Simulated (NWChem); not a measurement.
System meant: CH₄F₂NTa; SMILES [CH3][Ta](=[NH])([F])[F]

Input file for NWChem:

```
start job
memory heap 200 mb stack 900 mb global 1100 mb
geometry units angstroms noautoz
  Ta    -0.016831    -0.080169     0.021675
  N     -0.167930     0.207527    -1.705490
  H     -0.178622     0.366804    -2.705321
  F      0.608918    -1.833987     0.339318
  F      0.890835     1.356681     0.846383
  C     -2.054308    -0.005584     0.683431
  H     -2.663117    -0.775813     0.181497
  H     -2.509305     0.973348     0.458709
  H     -2.100985    -0.174424     1.774964
end
basis spherical
  Ta library def2-svp
  N library def2-svp
  H library def2-svp
  F library def2-svp
  C library def2-svp
end
ecp
  Ta library def2-ecp
end
dft
  odft
  mult 2
  xc xpbe96 cpbe96
  iterations 150
  mulliken
end
task dft energy
```

End of the output:

```
 ==============================================================================
                                 internuclear angles
 ------------------------------------------------------------------------------
        center 1       |       center 2       |       center 3       |  degrees
 ------------------------------------------------------------------------------
    2 N                |   1 Ta               |   4 F                |   110.23
    2 N                |   1 Ta               |   5 F                |   110.23
    2 N                |   1 Ta               |   6 C                |   102.47
    4 F                |   1 Ta               |   5 F                |   118.27
    4 F                |   1 Ta               |   6 C                |   107.17
    5 F                |   1 Ta               |   6 C                |   107.19
    1 Ta               |   2 N                |   3 H                |   175.65
    1 Ta               |   6 C                |   7 H                |   111.10
    1 Ta               |   6 C                |   8 H                |   111.11
    1 Ta               |   6 C                |   9 H                |   109.85
    7 H                |   6 C                |   8 H                |   107.43
    7 H                |   6 C                |   9 H                |   108.63
    8 H                |   6 C                |   9 H                |   108.63
 ------------------------------------------------------------------------------
                            number of included internuclear angles:         13
 ==============================================================================

 Summary of "ao basis" -> "" (spherical)
 ------------------------------------------------------------------------------
       Tag                 Description            Shells   Functions and Types
 ---------------- ------------------------------  ------  ---------------------
 Ta                         def2-svp                12       32   6s3p2d1f
 N                          def2-svp                 6       14   3s2p1d
 H                          def2-svp                 3        5   2s1p
 F                          def2-svp                 6       14   3s2p1d
 C                          def2-svp                 6       14   3s2p1d

 Summary of "ao basis" -> "ao basis" (spherical)
 ------------------------------------------------------------------------------
       Tag                 Description            Shells   Functions and Types
 ---------------- ------------------------------  ------  ---------------------
 Ta                         def2-svp                12       32   6s3p2d1f
 N                          def2-svp                 6       14   3s2p1d
 H                          def2-svp                 3        5   2s1p
 F                          def2-svp                 6       14   3s2p1d
 C                          def2-svp                 6       14   3s2p1d

  number of electrons :                   48
  multiplicity        :                    2
 ------------------------------------------------------------------------
  no. of electrons and multiplicity not compatible                  48
 ------------------------------------------------------------------------
 ------------------------------------------------------------------------
  current input line :
    31: task dft energy
 ------------------------------------------------------------------------
 ------------------------------------------------------------------------
 There is an error in the input file
 ------------------------------------------------------------------------
 For more information see the NWChem manual at https://nwchemgit.github.io

0: no. of electrons and multiplicity not compatible:Received an Error in Communication
```

**Question.** What is wrong, and how is it mended?

**Answer.** The input was rejected before any calculation. Cause: the multiplicity doesn't fit the number of electrons (an even count wants an odd multiplicity, and the reverse). This input runs:
```
start job
memory heap 200 mb stack 900 mb global 1100 mb
geometry units angstroms noautoz
  Ta    -0.016831    -0.080169     0.021675
  N     -0.167930     0.207527    -1.705490
  H     -0.178622     0.366804    -2.705321
  F      0.608918    -1.833987     0.339318
  F      0.890835     1.356681     0.846383
  C     -2.054308    -0.005584     0.683431
  H     -2.663117    -0.775813     0.181497
  H     -2.509305     0.973348     0.458709
  H     -2.100985    -0.174424     1.774964
end
basis spherical
  * library def2-svp
end
ecp
  Ta library def2-ecp
end
dft
  xc xpbe96 cpbe96
  iterations 150
  mulliken
end
task dft energy
```
It converges to -351.64957 Ha (PBE/def2-SVP with def2 effective core potentials on Ta).
